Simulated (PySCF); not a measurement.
PySCF 2.14 output of an unrestricted LDA calculation on a single atom or ion in x2c-TZVPPall, with the spin-free X2C one-electron Hamiltonian (Gaussian nucleus):

```
SCF conv_tol = 1e-09
number electrons alpha = 40  beta = 38
    P. A. M. Dirac.,  Math. Proc. Cambridge Philos. Soc. 26, 376 (1930)
    F. Bloch.,  Z. Phys. 57, 545 (1929)
    S. H. Vosko, L. Wilk, and M. Nusair.,  Can. J. Phys. 58, 1200 (1980)
cycle= 1 E= -19612.5154947865  delta_E= -0.0371  |g|= 0.275  |ddm|= 0.564
cycle= 2 E= -19612.514327736  delta_E= 0.00117  |g|= 0.267  |ddm|= 0.227
cycle= 3 E= -19612.5200579357  delta_E= -0.00573  |g|= 0.0224  |ddm|= 0.141
cycle= 4 E= -19612.5201366078  delta_E= -7.87e-05  |g|= 0.00118  |ddm|= 0.0185
cycle= 5 E= -19612.520136966  delta_E= -3.58e-07  |g|= 9.49e-05  |ddm|= 0.00141
cycle= 6 E= -19612.5201369678  delta_E= -1.81e-09  |g|= 5.12e-06  |ddm|= 9.01e-05
cycle= 7 E= -19612.5201369678  delta_E= -2.55e-11  |g|= 2.09e-07  |ddm|= 5.31e-06
converged SCF energy = -19612.5201369678  <S^2> = 2.0003236  2S+1 = 3.0002157
```

The run itself started from symmetry-adapted Hartree-Fock orbitals and held the occupation by maximum overlap, on a logarithmic radial grid, so the iterations belong to that start.

Problem. Which element, charge and spin multiplicity is this?

Solution. Hg²⁺ (mercury, charge +2), multiplicity 3; the state was [Xe] 4f14 5d9 6s1, high-spin 3D determinant (an excited configuration).

Spin-orbit coupling, absent here, splits the open shell strongly.
